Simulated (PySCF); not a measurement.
Computed shifts of a molecule C₂H₅FN₂Si, PySCF with PBE/pcSseg-1, GIAO, gas phase, atoms alike by connectivity averaged where their shifts nearly agree, in ppm (number of nuclei): ¹⁵N: 524.6 (1), 31.9 (1). ²⁹Si: -6.0 (1). ¹³C: 208.6 (1), 126.4 (1). ¹⁹F: -210.3 (1). ¹H: 9.31 (1), 6.84 (1), 6.30 (1), 1.70 (1), 1.61 (1). References: ¹⁵N against NH3 (σ = 267.0 ppm); ²⁹Si against TMS (σ = 335.4 ppm); ¹³C against TMS (σ = 182.0 ppm); ¹⁹F against CFCl3 (σ = 133.6 ppm); ¹H against TMS (σ = 31.49 ppm), references at their B3LYP-D3(BJ)/def2-TZVP geometries, non-relativistic. Coordinates come from a B3LYP-D3(BJ)/def2-SVP optimisation. The values are those of a single conformer.

Question: Which molecule gave these data?
A. C#C[Si](N)(N)F
B. N#C[C@H](F)[SiH2]N
C. N#CC[Si@@H](N)F
D. N[Si@@H]1C=N[C@@H]1F

Answer: D, N[Si@@H]1C=N[C@@H]1F
